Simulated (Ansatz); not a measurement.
One geometry of HgS₂, several levels of theory.

```yaml
crystal:
  periodic: [false, false, false]
  atoms:
    - {symbol: Hg, position_ang: [0.000001, 0.000002, 0.000003]}
    - {symbol: S, position_ang: [2.141603, -0.416377, -0.683955]}
    - {symbol: S, position_ang: [-2.141604, 0.416375, 0.683952]}
basis:
  gaussian: {orbitals: def2-TZVPP, initial_orbitals: start.molden}
magnetization: {spin_polarized: true, initial_magnetization: 2}
correlation: {method: ccsd_t}
scf: {omitted_lower_state_checks: [starts, cluster_reference]}
output: {orbitals: {seedname: orbitals}}
```

The file start.molden holds the orbitals of an earlier run on this structure, at another level or in another basis.

```sh
$ ansatz run in.yaml --threads 2 --pin off --events-out ev --progress --plain --max-ram 4352MiB
```

Output, abridged:

```
Functional definition: HF
894 factors; integrals over basis functions are off by at most 9.6e-4 eV
mean field evaluation 1: about -25784.7339 eV, gradient 2.3e1 eV
mean field evaluation 2: about -25785.6668 eV, gradient 1.2e0 eV
mean field evaluation 4: about -25785.7159 eV, gradient 1.2e-1 eV
mean field evaluation 8: about -25785.7160 eV, gradient 3.9e-5 eV
mean field -25785.71600305 eV, -947.6075849259 hartree, gradient 1.5e-6 eV, S^2 2.025769; 0 other end points of the search recorded, 0 dependent functions left out
10 core orbitals not correlated: weight in the atoms' cores, before any rotation towards them, 1.000 or more for the frozen orbitals, at most 0.000 for the correlated occupied ones
reference -25785.71600305 eV, -947.6075849259 hartree; 17, 15 occupied and 116, 118 virtual orbitals, 894 factors
second order -25.44304005 eV of doubles, -0.00000000 eV of singles
cycle   1  -24.35446550 eV  change     1.1e0 eV  update   1.3e-1
cycle   2  -25.10925913 eV  change   -7.5e-1 eV  update   4.1e-2
cycle   3  -25.25983400 eV  change   -1.5e-1 eV  update   2.7e-2
cycle   4  -25.23591600 eV  change    2.4e-2 eV  update   1.1e-2
cycle   5  -25.22922893 eV  change    6.7e-3 eV  update   8.5e-3
cycle   6  -25.23797593 eV  change   -8.7e-3 eV  update   4.9e-3
cycle   7  -25.23845696 eV  change   -4.8e-4 eV  update   3.0e-3
cycle   8  -25.23811392 eV  change    3.4e-4 eV  update   1.1e-3
cycle   9  -25.23899474 eV  change   -8.8e-4 eV  update   4.8e-4
cycle  10  -25.23860102 eV  change    3.9e-4 eV  update   2.1e-4
cycle  11  -25.23867057 eV  change   -7.0e-5 eV  update   1.2e-4
cycle  12  -25.23880447 eV  change   -1.3e-4 eV  update   4.9e-5
cycle  13  -25.23876735 eV  change    3.7e-5 eV  update   2.2e-5
perturbative correction -1.03079935 eV, -0.0378811774 hartree
Total energy: -25811.98556975 eV, -948.5729736960 hartree
Checks for a lower state left out: starts, cluster_reference
```

Run time 2.1 min (2 threads of Arm Neoverse V2 on a shared host), peak host memory 2.4 GiB.

As the first input, with `gaussian: {orbitals: def2-TZVP, initial_orbitals: start.molden}`, `hamiltonian: {xc: {name: wB97M-V}}`, `scf: {omitted_lower_state_checks: [starts]}` and without the key `correlation` (abridged; 34 s):

```
Functional definition: wB97M-V
mean field -25843.46962492 eV, -949.7299913830 hartree, gradient 1.5e-6 eV, S^2 2.007368
Total energy: -25843.46967293 eV, -949.7299931473 hartree
Checks for a lower state left out: starts
```

As the first input, with `gaussian: {orbitals: def2-TZVP, initial_orbitals: start.molden}`, `hamiltonian: {xc: pbe}`, `correlation: {method: rpa}`, `scf: {omitted_lower_state_checks: [starts]}` and without the key `output` (abridged; 3.5 s):

```
Functional definition: PBE
mean field -25839.07707147 eV, -949.5685680211 hartree, gradient 3.3e-6 eV, S^2 2.010199
10 core orbitals not correlated: weight in the atoms' cores, before any rotation towards them, 1.000 or more for the frozen orbitals, at most 0.000 for the correlated occupied ones
Total energy: -25813.76701250 eV, -948.6384405096 hartree
Checks for a lower state left out: starts
```

Geometry: PBE0-D4/def2-TZVP.

In the def2 sets Hg takes a core potential; there is no spin–orbit coupling. Correlated methods freeze 10 core orbitals; core or outer-core shells of Hg are correlated, in sets that lack core-valence functions. The structure comes from a short search, and lower isomers may exist.
